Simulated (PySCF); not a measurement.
BBr₂ (SMILES Br[B]Br), doublet, geometry from GFN2-xTB.

Here is a job for PySCF.
```python
from pyscf import gto, scf, dft

mol = gto.Mole()
mol.atom = '''
    Br   -1.63757191   -0.08958501    0.00510133
    B    -0.01549352    0.82472876   -0.03127262
    Br    1.63978527   -0.02823338   -0.00063381
'''
mol.basis = '6-31g'
mol.spin = 1
mol.verbose = 4
mol.build()

mf = dft.UKS(mol)
mf.xc = 'b3lyp'
mf.disp = 'd3zero'
mf.kernel()
```

Q: What is the computed HOMO energy (B3LYP-D3ZERO/6-31G in PySCF)?

A: -6.02 eV

Q: Give the <S^2> at the level B3LYP-D3ZERO/6-31G.

A: 0.753

Q: What dipole moment does B3LYP-D3ZERO/6-31G give?

A: 0.30 D

Q: Predict the total energy from B3LYP-D3ZERO/6-31G.

A: -5172.4323 Eh

These values belong to the state on which the SCF converged, which isn't shown to be the lowest.
